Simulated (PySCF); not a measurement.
## A computed series [MCl3(NH3)]−

Computed with PySCF 2.14.0, PBE0, def2-SVP on the ligands, density fitting, scalar-relativistic core potentials, no spin-orbit coupling, vacuum. Each member is relaxed from one template within its symmetry. Distances are means of the shortest metal–ligand contacts, charges and spins Mulliken's; removal energies are rigid, with the ligand's formal charge and no counterpoise, so too large; for an anion taken off a cation in vacuum most of it is the attraction of opposite charges, and multiply charged cations can part far more cheaply with an electron moved from ligand to metal. lcecp potentials hold a fixed number of 4f electrons in the core, out of states, spins and gaps.

Problem. Order these by the M–Cl distance, lowest first.
A. Yb, lcecp-0-SVP with ECP60
B. Dy, lcecp-0-SVP with ECP56
C. Eu, lcecp-0-SVP with ECP53
D. Pb, def2-SVP with ECP60
E. Nd, lcecp-0-SVP with ECP50

Solution. D (2.614), A (2.669), B (2.706), C (2.739), E (2.784).

Problem. What else do they give?

Solution. 
| metal | basis on the metal | point group | M–Cl (Å) | M–NH3 (Å) | charge on M (e) | removal of one Cl (eV) | strongest infrared band, degenerate modes summed (cm⁻¹) | unstable modes (below −25 cm⁻¹) |
| --- | --- | --- | --- | --- | --- | --- | --- | --- |
| Nd | lcecp-0-SVP with ECP50 | C3v | 2.784 | 2.743 | 0.42 | 3.63 | 1068 | 0 |
| Eu | lcecp-0-SVP with ECP53 | C3v | 2.739 | 2.687 | 0.40 | 3.70 | 1076 | 0 |
| Dy | lcecp-0-SVP with ECP56 | C3v | 2.706 | 2.640 | 0.38 | 3.75 | 1076 | 0 |
| Yb | lcecp-0-SVP with ECP60 | C3v | 2.669 | 2.590 | 0.36 | 3.80 | 1076 | 0 |
| Pb | def2-SVP with ECP60 | Cs | 2.614 | 3.100 | 0.58 | 3.36 | 250 | 0 |

From Nd to Yb the M–Cl distance shrinks by 0.11 Å, the lanthanide contraction, and the energy to remove one Cl rises by 0.17 eV.

Moved off a saddle point of the template and relaxed again: Pb. One start shape was tried for each, so a minimum needn't be the lowest isomer. Oxidation states forced by the potential, rare, strongly oxidising or of another configuration in reality: [NdCl3(NH3)]−, [DyCl3(NH3)]−.
